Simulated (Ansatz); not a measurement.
Diatomic ScH, multiplicity 3 (not the ground state: that is measured with 2S+1 = 1). No spin–orbit coupling. Sc is treated without relativity.

Constants: fifth-degree fit in 1/R to seven points, most abundant isotopes. In def2 and cc sets the state is the lowest found near the PBE0 minimum, followed along R.

Run with Ansatz (an electronic-structure program). 

```json
[
 {"level": "PBE/def2-TZVPP", "r_e (Å)": "1.842", "ω_e (cm⁻¹)": "1460", "B_e (cm⁻¹)": "5.04", "ω_e x_e (cm⁻¹)": "21", "dipole (D)": "2.73"},
 {"level": "PBE0/def2-TZVPP", "r_e (Å)": "1.849", "ω_e (cm⁻¹)": "1479", "B_e (cm⁻¹)": "5.00", "ω_e x_e (cm⁻¹)": "20", "dipole (D)": "2.68"},
 {"level": "wB97X-V/def2-TZVPP", "r_e (Å)": "1.862", "ω_e (cm⁻¹)": "1482", "B_e (cm⁻¹)": "4.93", "ω_e x_e (cm⁻¹)": "18", "dipole (D)": "2.58"},
 {"level": "CCSD/def2-TZVPP", "r_e (Å)": "1.884", "ω_e (cm⁻¹)": "1460", "B_e (cm⁻¹)": "4.82", "ω_e x_e (cm⁻¹)": "21", "dipole (D)": "-"},
 {"level": "CCSD(T)/def2-TZVPP", "r_e (Å)": "1.881", "ω_e (cm⁻¹)": "1459", "B_e (cm⁻¹)": "4.83", "ω_e x_e (cm⁻¹)": "22", "dipole (D)": "-"}
]
```

Correlated levels freeze the inner cores; with def2 sets outer-core shells near the valence are correlated too.
